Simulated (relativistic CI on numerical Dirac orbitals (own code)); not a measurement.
**Slater and spin-orbit integrals, Nb XXIV**

Computed by Dirac-Coulomb-Breit CI, KLI orbitals optimised for each configuration, a model potential for QED, unscaled Slater integrals (own radial code, finite nucleus).

Slater integrals F^k, G^k are unscaled and averaged over j, outside the closed core [Ne]; ζ comes from projecting the Hamiltonian with its Breit term on Σ l·s of the shell.

- 3s2 3p5 3d: ζ(3p) = 108910, F^2(3p,3d) = 255310, G^1(3p,3d) = 278090, G^3(3p,3d) = 184240, ζ(3d) = 13202 cm⁻¹; <r>(3p) = 0.3904, <r^2>(3p) = 0.1757, <r>(3d) = 0.3515, <r^2>(3d) = 0.1436 (bohr units).
- 3s 3p6 3d: G^2(3s,3d) = 209410, ζ(3d) = 13335 cm⁻¹; <r>(3s) = 0.3993, <r^2>(3s) = 0.1815, <r>(3d) = 0.352, <r^2>(3d) = 0.144 (bohr units).
- 3s2 3p5 4s: ζ(3p) = 111090, G^1(3p,4s) = 31934 cm⁻¹; <r>(3p) = 0.3869, <r^2>(3p) = 0.1727, <r>(4s) = 0.777, <r^2>(4s) = 0.6779 (bohr units).

Averages of the first 10 configurations, taken without configuration mixing, which lowers the lowest level and can move excited configurations by several eV; other configurations of the list can lie among them:

```
Configuration  Parity  States  Average energy above the lowest level (eV)
      3s2 3p6    even       1                                         0.3
   3s2 3p5 3d     odd      60                                       125.7
    3s 3p6 3d    even      20                                       229.5
   3s2 3p5 4s     odd      12                                       548.0
   3s2 3p5 4p    even      36                                       584.4
   3s2 3p5 4d     odd      60                                       634.3
    3s 3p6 4s    even       4                                       652.8
    3p6 3d 4p     odd      60                                       918.1
      3p6 3d2    even      45                                       464.2
      3p5 3d3     odd     720                                       587.9
```
